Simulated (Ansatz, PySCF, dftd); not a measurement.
System: CF$_{2}$, charge 0, singlet. CF2 (SMILES F[C]F).
B3LYP-D3(BJ)/def2-TZVP minimum from Ansatz (a quantum-chemistry and plane-wave program):
```xyz
3

F     -1.0201    -0.2528     0.0305
C     -0.0313     0.5961     0.0011
F      1.0410    -0.1446    -0.0312
```

Wanted: enthalpy of formation at 298 K (by atomisation, with ideal-gas terms from PySCF's Hessian at B3LYP-D3(BJ)/def2-TZVP and the atoms' measured values of the G2/97 table; no spin-orbit terms), in kJ/mol. Open shells are spin-unrestricted; no spin-orbit coupling. Cores are frozen in correlated methods. Rows without X2C or -DK are non-relativistic. CBS(X,Y): correlation extrapolated as X^-3, Hartree-Fock from the larger set (Q,5: extrapolated as (X+1)exp(-9√X)). A bracket is a step between two methods taken in the basis named. The functionals are non-relativistic, so their misses hold any scalar relativity. 'core' is core correlation in cc-pwCVTZ, 'X2C' scalar relativity in cc-pVTZ-DK, both at CCSD(T). The restricted determinant of CF2 (F[C]F, singlet) is unstable towards broken spin symmetry in at least one set run.

| level | program | enthalpy of formation at 298 K (kJ/mol) | difference against the last row |
|---|---|---|---|
| HF/cc-pVDZ | Ansatz | 265.6 | 463.4 |
| PBE/def2-TZVPD | Ansatz | -271.2 | -73.4 |
| r2SCAN/def2-TZVPD | Ansatz | -199.0 | -1.2 |
| CAM-B3LYP-D4/def2-TZVPD | Ansatz + dftd4 | -200.9 | -3.1 |
| CCSD/cc-pVDZ | Ansatz | -56.5 | 141.3 |
| CCSD/cc-pVQZ | Ansatz | -142.8 | 55.0 |
| CCSD(T)/CBS(cc-pVTZ,cc-pVQZ) | Ansatz | -193.9 | 3.9 |
| CCSDTQ/cc-pVDZ | Ansatz | -84.3 | 113.5 |
| CCSD(T)/CBS(cc-pVQZ,cc-pV5Z) + [CCSDT(Q) - CCSD(T)]/cc-pVTZ + [CCSDTQ - CCSDT(Q)]/cc-pVDZ + core + X2C | Ansatz | -197.8 | 0.0 |
